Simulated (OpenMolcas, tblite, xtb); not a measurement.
SiH2Br2 (dibromosilane): the vertical ionisation energy, rung by rung

The species is SiH2Br2 (5 atoms), meant as a singlet with charge 0. As SMILES, `Br[SiH2]Br`. Geometry: relaxed at PBE0-D4/def2-TZVP.

Each level gives the vertical ionisation energy (to the doublet cation) (eV). The values are calculated.

| level | kind | program | value (eV) | less CCSD(T)/def2-SVP | CPU time (all runs) |
| --- | --- | --- | --- | --- | --- |
| IPEA1-xTB | semi-empirical | tblite | 14.82 | +3.98 | under 2 s |
| GFN2-xTB | semi-empirical | xtb | 15.00 | +4.16 | under 2 s |
| HF/def2-SVP | Hartree–Fock | OpenMolcas | 11.05 | +0.21 | 21 s |
| SVWN5/def2-SVP | LDA | OpenMolcas | 10.24 | -0.60 | 43 s |
| PBE/def2-SVP | GGA | OpenMolcas | 10.13 | -0.71 | 60 s |
| M06-L/def2-SVP | meta-GGA | OpenMolcas | 10.31 | -0.53 | 82 s |
| PBE0/def2-SVP | global hybrid | OpenMolcas | 10.65 | -0.19 | 58 s |
| CCSD(T)/def2-SVP, open shells restricted | coupled cluster or CI | OpenMolcas | 10.84 | 0.00 | 3.3 min |

CCSD(T)/def2-SVP, open shells restricted is the highest level here, not the true value. All-electron rows without a relativistic Hamiltonian named are non-relativistic. Spin-orbit coupling, which can split open shells on such heavy atoms by tenths of an eV, is left out. The values span 10.13 to 15.00 eV. The xTB values lack the empirical shift that such differences need. In the correlated wave-function rows the outer d shell of Br is correlated, in sets not made for it. CPU times are rough (shared hosts, several kinds of processor): they show what a rung costs within a factor of a few.
